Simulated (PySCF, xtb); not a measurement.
InFI2, SMILES [F][In]([I])[I].

GFN2-xTB (xtb 6.7.1) at its own geometry gives an orbital gap of 2.55 eV and a dipole moment of 0.39 D.

Geometry: PBE0-D3(BJ)/def2-SVP. The structure was generated by enumeration; whether it is a known compound was not checked. The def2 effective core potentials stand for the cores of I, In; spin–orbit coupling is left out.

What does PySCF with PBE0/def2-TZVP give? (Estimate from the structure and the level; the computed values follow.)

gap 4.97 eV (levels -8.14 and -3.17 eV), dipole 1.88 D.
